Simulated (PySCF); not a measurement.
## MgTl⁺ at RHF-CCSD

Computed with RHF-CCSD; basis Mg aug-cc-pVDZ, Tl aug-cc-pVDZ-PP with ECP60; scalar-relativistic core potentials; PySCF 2.14.

```
state                          : ¹Σ⁺ (singlet), closed shell
bond length                    : 3.392 Å
harmonic wavenumber            : 115 cm⁻¹
force constant                 : 0.166 mdyn/Å
rotational constant Be         : 0.06822 cm⁻¹
anharmonicity ωexe             : 0.812 cm⁻¹
vibration–rotation constant αe : 0.000585 cm⁻¹
```

Correlated steps freeze 5 core orbitals. Spin–orbit coupling is left out.
